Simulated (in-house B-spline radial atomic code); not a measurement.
## LC-wPBE excitations of Mg2+

Method: LC-wPBE. Computed with an all-electron radial atomic-structure program (B-spline basis): linear response of the closed shell [He] 2s2 2p6 with the functional's adiabatic kernel; scalar-relativistic (spin-free one-electron X2C), finite nucleus, no spin-orbit coupling, no double excitations, S, P, D and F terms only. Only terms of natural parity with L up to 3 were computed.

Command:
```bash
python run_td.py task.json out
```
Settings (radii: box in bohr, nucleus in fm):
```
Z                        12
electrons                10
configuration            [He] 2s2 2p6
hamiltonian              x2c
method                   lc_wpbe
box_radius               29.48
rms_radius               3.057
intervals                74
```

Cost of the run: 0.4 s on 1 thread of AMD EPYC 9R45 96-Core Processor (Zen 5) (shared host).

The lowest states, in the order of their Tamm-Dancoff energies; the method's threshold (minus the highest occupied level) is 72.55 eV. Labels give the largest channel, * marks a mixed state, and oscillator strengths are full-response dipole values. Semilocal kernels can invert the small singlet-triplet splittings of Rydberg terms. Energies in eV:

```csv
state,full response,Tamm-Dancoff,oscillator strength
2p → 3s 3P,47.98,47.99,-
2p → 3s 1P,48.55,48.57,0.18
2p → 3p 3S,52.98,53.00,-
2p → 3p 3D,53.33,53.34,-
2p → 3p 1D,53.69,53.69,-
2p → 3p 1S,55.67,55.90,-
2p → 3d 3P,59.50,59.50,-
2p → 3d 3F,?,?,-
2p → 3d 1F,59.61,59.61,-
2p → 3d 1P,59.88,59.89,0.298
2p → 4s 3P,60.72,60.72,-
2p → 4s 1P,60.90,60.90,0.046
2p → 4p 3S,62.48,62.49,-
2p → 4p 3D,62.62,62.62,-
2p → 4p 1D,?,?,-
2p → 4p 1S,63.54,63.64,-
```

Question: Where does 2p → 4p 1D lie?

Answer: At 62.75 eV in full response, 62.75 eV in Tamm-Dancoff.

Question: Where does 2p → 3d 3F lie?

Answer: At 59.54 eV in full response, 59.55 eV in Tamm-Dancoff.

Question: How large is the singlet-triplet splitting of 2p → 3s (P terms) in Tamm-Dancoff?

Answer: 0.584 eV, from the unrounded values.

Question: What polarisabilities and dispersion coefficient does the method give?

Answer: Dipole 0.5121 bohr³, quadrupole 0.6065 bohr⁵, C6 0.6207 hartree·bohr⁶ for two such species.
